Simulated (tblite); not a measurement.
Record of a relaxation.

C4H10BN2P.
Atom-mapped SMILES: `[CH2:1]=[C:2]([CH2:3][C:4]#[N:5])[B@H-:6]([NH3+:7])[PH2:8]` (hydrogens: H9, H10 on C1; H11, H12 on C3; H13 on B6; H14, H15, H16 on N7; H17, H18 on P8)
Bond orders are those of one Lewis drawing.

Computed with GFN2-xTB (tblite), gas phase: L-BFGS steps from a force-field or distance-geometry start until the largest atomic force falls under 0.01 eV/Å. 7 of its 136 geometries are shown.

Step 0: E = -629.5790 eV, largest atomic force 2.692 eV/Å
```
atom  x, y, z in Å  |  force x, y, z in eV/Å
C1      0.671   -1.911   -0.080    0.645   1.945  -0.512
C2      0.606   -0.560   -0.223   -0.237  -2.107   0.391
C3      1.823    0.229   -0.568    0.818  -0.871  -0.136
C4      2.111    1.204    0.460    0.249   0.821   0.772
N5      2.350    1.946    1.312   -0.270  -1.023  -1.156
B6     -0.747    0.179    0.009    0.050   1.094   0.944
N7     -1.859   -0.631   -0.652   -1.925  -1.697  -0.814
P8     -0.794    1.952   -0.701    0.597   2.298   0.284
H9     -0.201   -2.496    0.182    0.471  -0.094  -0.071
H10     1.648   -2.358   -0.249   -0.496  -0.501   0.216
H11     1.667    0.685   -1.555    0.153   0.252   0.287
H12     2.650   -0.522   -0.646   -0.037   0.806   0.030
H13    -0.973    0.262    1.194   -0.115   0.142  -0.215
H14    -2.014   -1.474   -0.042   -0.091   0.748  -0.961
H15    -1.568   -0.916   -1.616   -0.381   0.108   0.941
H16    -2.735   -0.065   -0.730    0.688  -0.586   0.131
H17    -0.486    2.024   -2.106   -1.024  -0.461   0.671
H18    -2.157    2.459   -0.530    0.905  -0.875  -0.802
```

Step 22: E = -630.5216 eV, largest atomic force 0.202 eV/Å
```
atom  x, y, z in Å  |  force x, y, z in eV/Å
C1      0.715   -1.890   -0.108    0.032  -0.010  -0.012
C2      0.631   -0.568   -0.185   -0.048   0.015   0.046
C3      1.875    0.220   -0.538    0.009  -0.027   0.018
C4      2.174    1.179    0.495   -0.013  -0.034  -0.064
N5      2.432    1.930    1.318    0.022  -0.001   0.058
B6     -0.715    0.260    0.081   -0.194  -0.042  -0.037
N7     -1.935   -0.568   -0.679    0.025  -0.025   0.019
P8     -0.707    2.067   -0.703    0.000  -0.031  -0.128
H9     -0.127   -2.508    0.164   -0.011   0.000  -0.027
H10     1.633   -2.431   -0.282    0.035  -0.021   0.000
H11     1.702    0.777   -1.467    0.024   0.002   0.029
H12     2.739   -0.441   -0.666    0.029   0.034  -0.019
H13    -1.036    0.304    1.223    0.058   0.053   0.049
H14    -2.120   -1.422   -0.161   -0.014  -0.009  -0.006
H15    -1.642   -0.807   -1.624   -0.006   0.039   0.004
H16    -2.775    0.008   -0.716    0.089  -0.007   0.025
H17    -0.760    1.658   -2.047   -0.077   0.049   0.111
H18    -2.093    2.237   -0.645    0.040   0.014  -0.065
```

Step 45: E = -630.5574 eV, largest atomic force 0.101 eV/Å
```
atom  x, y, z in Å  |  force x, y, z in eV/Å
C1      0.738   -1.883   -0.181    0.010   0.037  -0.007
C2      0.630   -0.559   -0.209    0.009   0.023  -0.024
C3      1.892    0.242   -0.462    0.009  -0.019   0.011
C4      2.212    1.083    0.664    0.007   0.004  -0.085
N5      2.496    1.748    1.550   -0.028  -0.047   0.031
B6     -0.708    0.301    0.010    0.043  -0.012   0.016
N7     -1.961   -0.566   -0.590   -0.001  -0.006  -0.016
P8     -0.708    2.002   -1.012    0.019  -0.002   0.090
H9     -0.098   -2.545   -0.005   -0.006   0.047  -0.004
H10     1.688   -2.382   -0.308   -0.056  -0.032  -0.012
H11     1.726    0.899   -1.327    0.057  -0.012   0.046
H12     2.746   -0.415   -0.661   -0.006   0.063   0.015
H13    -0.928    0.524    1.158   -0.017  -0.003  -0.048
H14    -2.053   -1.451   -0.097    0.020   0.006   0.009
H15    -1.754   -0.734   -1.571   -0.016  -0.080  -0.023
H16    -2.826   -0.035   -0.524    0.027   0.029   0.070
H17    -1.069    1.471   -2.253    0.006  -0.057  -0.039
H18    -2.032    2.307   -0.723   -0.075   0.061  -0.029
```

Step 68: E = -630.6065 eV, largest atomic force 0.171 eV/Å
```
atom  x, y, z in Å  |  force x, y, z in eV/Å
C1      0.747   -1.781   -0.413   -0.019  -0.035  -0.057
C2      0.673   -0.456   -0.349   -0.068  -0.089   0.057
C3      1.969    0.328   -0.320   -0.007  -0.014  -0.035
C4      2.232    0.813    1.006   -0.027   0.076   0.151
N5      2.443    1.183    2.069   -0.013  -0.054  -0.074
B6     -0.659    0.416   -0.197   -0.016   0.032   0.000
N7     -1.960   -0.565   -0.334    0.009   0.163  -0.014
P8     -0.825    1.810   -1.602    0.046  -0.015  -0.114
H9     -0.123   -2.422   -0.426   -0.011  -0.005  -0.018
H10     1.680   -2.322   -0.460    0.041   0.056  -0.009
H11     1.905    1.192   -0.989   -0.049   0.009  -0.021
H12     2.809   -0.302   -0.620    0.103  -0.028  -0.055
H13    -0.708    0.943    0.865   -0.023   0.010   0.069
H14    -1.801   -1.410    0.205    0.012  -0.035   0.049
H15    -2.070   -0.790   -1.320   -0.006  -0.065  -0.009
H16    -2.793   -0.088   -0.002    0.023   0.019  -0.007
H17    -1.545    1.058   -2.546    0.058   0.045   0.113
H18    -1.983    2.399   -1.109   -0.053  -0.071  -0.028
```

Step 90: E = -630.6652 eV, largest atomic force 0.058 eV/Å
```
atom  x, y, z in Å  |  force x, y, z in eV/Å
C1      0.734   -1.651   -0.738   -0.009   0.009  -0.010
C2      0.691   -0.356   -0.447    0.009   0.004   0.017
C3      1.995    0.381   -0.205    0.008   0.004   0.015
C4      2.145    0.533    1.217    0.004  -0.032  -0.035
N5      2.224    0.601    2.357    0.028   0.020   0.047
B6     -0.604    0.563   -0.271   -0.009   0.009   0.011
N7     -1.896   -0.392   -0.009   -0.011  -0.018   0.017
P8     -0.957    1.589   -1.930    0.024  -0.005   0.012
H9     -0.153   -2.240   -0.920   -0.011   0.007   0.003
H10     1.660   -2.201   -0.828   -0.008   0.030  -0.002
H11     1.946    1.373   -0.663    0.018   0.002  -0.011
H12     2.861   -0.163   -0.594   -0.011  -0.006  -0.009
H13    -0.529    1.298    0.660    0.016   0.013  -0.009
H14    -1.664   -1.054    0.729   -0.023   0.002  -0.017
H15    -2.119   -0.890   -0.867    0.006  -0.024  -0.011
H16    -2.688    0.180    0.271   -0.007  -0.012  -0.012
H17    -1.387    0.506   -2.697    0.001  -0.018  -0.004
H18    -2.268    1.929   -1.607   -0.025   0.014  -0.004
```

Step 112: E = -630.6707 eV, largest atomic force 0.022 eV/Å
```
atom  x, y, z in Å  |  force x, y, z in eV/Å
C1      0.711   -1.643   -0.719    0.004   0.005  -0.003
C2      0.675   -0.351   -0.414   -0.009  -0.012   0.015
C3      1.991    0.377   -0.208   -0.009  -0.007  -0.011
C4      2.196    0.561    1.203    0.007   0.005   0.014
N5      2.341    0.668    2.333   -0.003  -0.003  -0.011
B6     -0.624    0.560   -0.229    0.013   0.000  -0.015
N7     -1.916   -0.413   -0.036    0.009   0.011  -0.011
P8     -0.938    1.610   -1.883   -0.001   0.000   0.007
H9     -0.177   -2.236   -0.884    0.009   0.013   0.008
H10     1.637   -2.187   -0.834   -0.003  -0.005  -0.002
H11     1.949    1.358   -0.690   -0.012   0.012   0.007
H12     2.835   -0.190   -0.611    0.012  -0.004  -0.006
H13    -0.573    1.275    0.719    0.000   0.003   0.003
H14    -1.731   -1.056    0.729   -0.016  -0.012   0.008
H15    -2.053   -0.932   -0.901   -0.007  -0.007   0.010
H16    -2.742    0.144    0.163    0.002   0.001  -0.002
H17    -1.324    0.527   -2.673   -0.002   0.004  -0.010
H18    -2.267    1.932   -1.606    0.006  -0.002   0.000
```

Step 135: E = -630.6717 eV, largest atomic force 0.009 eV/Å
```
atom  x, y, z in Å  |  force x, y, z in eV/Å
C1      0.716   -1.661   -0.692    0.000   0.001   0.006
C2      0.673   -0.366   -0.401   -0.002   0.003   0.001
C3      1.982    0.379   -0.224   -0.001   0.002   0.003
C4      2.212    0.583    1.181    0.002  -0.002   0.004
N5      2.379    0.707    2.306   -0.002  -0.003  -0.006
B6     -0.628    0.540   -0.213   -0.003   0.000   0.004
N7     -1.931   -0.426   -0.062    0.002  -0.001  -0.005
P8     -0.915    1.637   -1.842    0.001   0.000  -0.002
H9     -0.169   -2.264   -0.831    0.000   0.003  -0.001
H10     1.645   -2.199   -0.813    0.002  -0.001   0.000
H11     1.917    1.356   -0.713   -0.001  -0.003   0.002
H12     2.829   -0.179   -0.636   -0.005   0.001  -0.008
H13    -0.587    1.233    0.752   -0.003  -0.001  -0.004
H14    -1.787   -1.066    0.716    0.002   0.001  -0.002
H15    -2.042   -0.952   -0.926    0.004  -0.001   0.005
H16    -2.758    0.142    0.100    0.003   0.000   0.000
H17    -1.300    0.584   -2.673   -0.001   0.001   0.004
H18    -2.245    1.960   -1.571    0.003   0.000  -0.001
```

Q: Summarise the path.

A: The energy falls by 1.0926 eV from step 0 to step 135; nine tenths of that is first reached at step 47. It falls at every step. The largest force goes from 2.692 to 0.009 eV/Å. Among the bonds B6–N7 changes most, from 1.526 to 1.629 Å; the atoms move by 0.967 Å rms after alignment.

Q: Follow the three bonds and two angles with the largest change from start to end.

A: 
```json
{"step": "0", "E above end (eV)": "1.0926", "largest force (eV/Å)": "2.692", "B6–N7 (Å)": "1.526", "B6–P8 (Å)": "1.911", "P8–H18 (Å)": "1.464", "B6–P8–H17 (°)": "113.8", "H17–P8–H18 (°)": "107.2"}
{"step": "6", "E above end (eV)": "0.2531", "largest force (eV/Å)": "0.418", "B6–N7 (Å)": "1.652", "B6–P8 (Å)": "2.000", "P8–H18 (Å)": "1.398", "B6–P8–H17 (°)": "101.8", "H17–P8–H18 (°)": "93.1"}
{"step": "12", "E above end (eV)": "0.1974", "largest force (eV/Å)": "0.317", "B6–N7 (Å)": "1.652", "B6–P8 (Å)": "1.967", "P8–H18 (Å)": "1.390", "B6–P8–H17 (°)": "101.5", "H17–P8–H18 (°)": "90.7"}
{"step": "18", "E above end (eV)": "0.1655", "largest force (eV/Å)": "0.199", "B6–N7 (Å)": "1.646", "B6–P8 (Å)": "1.975", "P8–H18 (Å)": "1.395", "B6–P8–H17 (°)": "97.2", "H17–P8–H18 (°)": "92.6"}
{"step": "23", "E above end (eV)": "0.1472", "largest force (eV/Å)": "0.177", "B6–N7 (Å)": "1.659", "B6–P8 (Å)": "1.971", "P8–H18 (Å)": "1.397", "B6–P8–H17 (°)": "96.4", "H17–P8–H18 (°)": "91.5"}
{"step": "29", "E above end (eV)": "0.1405", "largest force (eV/Å)": "0.094", "B6–N7 (Å)": "1.639", "B6–P8 (Å)": "1.973", "P8–H18 (Å)": "1.395", "B6–P8–H17 (°)": "96.5", "H17–P8–H18 (°)": "91.0"}
{"step": "35", "E above end (eV)": "0.1362", "largest force (eV/Å)": "0.078", "B6–N7 (Å)": "1.646", "B6–P8 (Å)": "1.982", "P8–H18 (Å)": "1.396", "B6–P8–H17 (°)": "96.5", "H17–P8–H18 (°)": "91.2"}
{"step": "41", "E above end (eV)": "0.1240", "largest force (eV/Å)": "0.189", "B6–N7 (Å)": "1.641", "B6–P8 (Å)": "1.979", "P8–H18 (Å)": "1.398", "B6–P8–H17 (°)": "97.6", "H17–P8–H18 (°)": "90.9"}
{"step": "47", "E above end (eV)": "0.1090", "largest force (eV/Å)": "0.171", "B6–N7 (Å)": "1.634", "B6–P8 (Å)": "1.982", "P8–H18 (Å)": "1.385", "B6–P8–H17 (°)": "98.1", "H17–P8–H18 (°)": "92.0"}
{"step": "53", "E above end (eV)": "0.0938", "largest force (eV/Å)": "0.181", "B6–N7 (Å)": "1.639", "B6–P8 (Å)": "1.985", "P8–H18 (Å)": "1.395", "B6–P8–H17 (°)": "96.4", "H17–P8–H18 (°)": "91.7"}
{"step": "59", "E above end (eV)": "0.0837", "largest force (eV/Å)": "0.082", "B6–N7 (Å)": "1.636", "B6–P8 (Å)": "1.986", "P8–H18 (Å)": "1.390", "B6–P8–H17 (°)": "97.4", "H17–P8–H18 (°)": "91.6"}
{"step": "65", "E above end (eV)": "0.0753", "largest force (eV/Å)": "0.229", "B6–N7 (Å)": "1.634", "B6–P8 (Å)": "1.981", "P8–H18 (Å)": "1.385", "B6–P8–H17 (°)": "98.4", "H17–P8–H18 (°)": "91.5"}
{"step": "70", "E above end (eV)": "0.0533", "largest force (eV/Å)": "0.228", "B6–N7 (Å)": "1.624", "B6–P8 (Å)": "1.991", "P8–H18 (Å)": "1.391", "B6–P8–H17 (°)": "96.3", "H17–P8–H18 (°)": "91.8"}
{"step": "76", "E above end (eV)": "0.0267", "largest force (eV/Å)": "0.281", "B6–N7 (Å)": "1.638", "B6–P8 (Å)": "1.978", "P8–H18 (Å)": "1.398", "B6–P8–H17 (°)": "95.8", "H17–P8–H18 (°)": "91.2"}
{"step": "82", "E above end (eV)": "0.0133", "largest force (eV/Å)": "0.211", "B6–N7 (Å)": "1.630", "B6–P8 (Å)": "1.981", "P8–H18 (Å)": "1.394", "B6–P8–H17 (°)": "95.8", "H17–P8–H18 (°)": "91.6"}
{"step": "88", "E above end (eV)": "0.0072", "largest force (eV/Å)": "0.068", "B6–N7 (Å)": "1.627", "B6–P8 (Å)": "1.983", "P8–H18 (Å)": "1.394", "B6–P8–H17 (°)": "96.5", "H17–P8–H18 (°)": "91.5"}
{"step": "94", "E above end (eV)": "0.0049", "largest force (eV/Å)": "0.083", "B6–N7 (Å)": "1.630", "B6–P8 (Å)": "1.981", "P8–H18 (Å)": "1.394", "B6–P8–H17 (°)": "96.7", "H17–P8–H18 (°)": "91.5"}
{"step": "100", "E above end (eV)": "0.0031", "largest force (eV/Å)": "0.028", "B6–N7 (Å)": "1.630", "B6–P8 (Å)": "1.982", "P8–H18 (Å)": "1.394", "B6–P8–H17 (°)": "96.3", "H17–P8–H18 (°)": "91.6"}
{"step": "106", "E above end (eV)": "0.0018", "largest force (eV/Å)": "0.050", "B6–N7 (Å)": "1.630", "B6–P8 (Å)": "1.984", "P8–H18 (Å)": "1.394", "B6–P8–H17 (°)": "95.9", "H17–P8–H18 (°)": "91.6"}
{"step": "112", "E above end (eV)": "0.0009", "largest force (eV/Å)": "0.022", "B6–N7 (Å)": "1.628", "B6–P8 (Å)": "1.984", "P8–H18 (Å)": "1.395", "B6–P8–H17 (°)": "96.0", "H17–P8–H18 (°)": "91.6"}
{"step": "117", "E above end (eV)": "0.0007", "largest force (eV/Å)": "0.018", "B6–N7 (Å)": "1.629", "B6–P8 (Å)": "1.983", "P8–H18 (Å)": "1.394", "B6–P8–H17 (°)": "96.3", "H17–P8–H18 (°)": "91.5"}
{"step": "123", "E above end (eV)": "0.0004", "largest force (eV/Å)": "0.018", "B6–N7 (Å)": "1.628", "B6–P8 (Å)": "1.984", "P8–H18 (Å)": "1.394", "B6–P8–H17 (°)": "96.4", "H17–P8–H18 (°)": "91.6"}
{"step": "129", "E above end (eV)": "0.0002", "largest force (eV/Å)": "0.014", "B6–N7 (Å)": "1.629", "B6–P8 (Å)": "1.984", "P8–H18 (Å)": "1.394", "B6–P8–H17 (°)": "96.4", "H17–P8–H18 (°)": "91.5"}
{"step": "135", "E above end (eV)": "0.0000", "largest force (eV/Å)": "0.009", "B6–N7 (Å)": "1.629", "B6–P8 (Å)": "1.984", "P8–H18 (Å)": "1.394", "B6–P8–H17 (°)": "96.4", "H17–P8–H18 (°)": "91.6"}
```

The cost below is that of the whole relaxation. Time: 1.7 s of wall time. Hardware: an Arm Neoverse N1 with one thread, shared host with 64 logical CPUs at a one-minute load of 59.
